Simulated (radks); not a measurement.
Problem. The mean radii <r> (bohr) of the occupied orbitals of an atom or ion are listed with their occupations. Calculated with a radial shooting solver on a logarithmic mesh with Libxc functionals: scalar-relativistic Kohn-Sham, r2SCAN, spin-polarised, spherical densities, finite nucleus; meta-GGA in the generalised Kohn-Sham scheme; Fermi nuclear charge, rms radius of each element as measured or else 0.836 A^(1/3) + 0.57 fm.

orbital  occ.      <r>
1s up       1  0.01632
1s down     1  0.01632
2s down     1  0.06875
2s up       1  0.06875
2p up       3  0.06235
2p down     3  0.06235
3s up       1   0.1774
3s down     1   0.1774
3p up       3   0.1792
3p down     3   0.1792
3d up       5   0.1625
3d down     5   0.1625
4s up       1   0.3916
4s down     1   0.3916
4p up       3   0.4172
4p down     3   0.4172
4d up       5   0.4396
4d down     5   0.4396
5s up       1   0.8802
5s down     1   0.8804
4f up       7   0.4677
4f down     7   0.4677
5p down     3    1.010
5p up       3    1.010
5d up       5    1.392
5d down     5    1.382
6s up       1    2.515
6s down     1    2.448
6p up       1    3.720

Name the element and its charge. Open shells, if any, are filled with parallel spins first.

Solution. Z = 81, thallium, charge 0: Tl in [Hg] 6p1. The 1s radius gives Z: for a bare nucleus <r> = (2 gamma + 1)/(2Z) with gamma = sqrt(1 - (Z/c)^2), 0.01613 bohr for Z = 81, and screening makes it slightly larger (0.01632 here). The occupations add up to 81, and the charge is Z minus that.
